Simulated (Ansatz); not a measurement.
Reaction (formal exchange of groups at a C–Si bond): `C[SiH]1BS1` + `[CH3][Al]([Cl])[Br]` → `C[CH2][Al]([Cl])[Br]` + `B1[SiH2]S1`

Isolated molecules relaxed with PBE0-D4/def2-TZVP in Ansatz; ΔE leaves out vibrations. CCSD(T)/CBS is the MP2 limit (def2-TZVPP, def2-QZVPP) plus CCSD(T) − MP2 in def2-TZVPP, frozen cores. Functionals use def2-TZVPP. B3LYP here is the variant with VWN-RPA as its local correlation; programs differ in this. For Br outer-core shells are correlated without core-valence functions, which leaves a few kJ/mol of doubt a bond. Scalar relativity is left out up to krypton. Each species was taken in one conformer, which may not be the lowest.

`C[SiH]1BS1`:

Z-matrix (Å, degrees):
```
C
Si 1 1.864
H 1 1.091 2 110.6
H 1 1.094 2 109.9 3 119.7
H 1 1.092 2 111.0 3 -120.9
B 2 1.931 1 125.6 3 -14.2
S 2 2.172 1 116.2 3 44.8
H 2 1.484 1 111.9 3 175.8
H 6 1.185 2 156.3 1 -82.1
```

`[CH3][Al]([Cl])[Br]`:

```xyz
7

C     0.764    0.502   -0.372
Al   -0.727   -0.492    0.344
Cl   -1.307   -2.317   -0.496
Br   -1.926    0.232    2.104
H     0.934    1.429    0.177
H     1.676   -0.100   -0.332
H     0.587    0.746   -1.424
```

`C[CH2][Al]([Cl])[Br]`:

```xyz
10

C     0.424   -1.051   -0.770
C     0.431    0.417   -0.350
Al   -0.766    0.899    1.100
Cl   -0.882    2.869    1.793
Br   -2.088   -0.619    2.109
H    -0.565   -1.372   -1.104
H     1.123   -1.235   -1.590
H     0.707   -1.709    0.055
H     0.178    1.068   -1.197
H     1.437    0.733   -0.047
```

`B1[SiH2]S1`:

Cartesian coordinates in Å:
```
B 0.609 0.762 -0.640
Si -0.162 -0.620 0.469
S -1.134 1.024 -0.558
H 1.490 1.334 -1.186
H -0.555 -1.958 -0.031
H -0.249 -0.541 1.946
```

| level | ΔE (kcal/mol) |
| --- | --- |
| B2PLYP | 14.8 |
| revPBE | 14.9 |
| BLYP | 14.5 |
| PBE0 | 14.8 |
| B3LYP | 14.6 |
| r2SCANh | 15.6 |
| BHLYP | 14.6 |
| MP2/def2-SVP | 11.8 |

Task: What does CCSD(T)/CBS give? (An estimate is asked.)

Result: The calculation gave: +14.6 kcal/mol. The listed levels differ from it by 0.2, 0.3, -0.1, 0.2, 0.0, 1.0, 0.0, -2.8 kcal/mol.

Largest T1 diagnostic among the species: 0.017.

Leaving LDA and LC-ωPBE aside and taking each functional with its dispersion term where it has one, the values, not all of them listed here, spread over 1.3 kcal/mol, from BLYP-D4 to B97M-V. At CCSD(T), def2-SVP lies −3.9 kcal/mol from the extrapolated value and def2-TZVPP −0.4 kcal/mol.
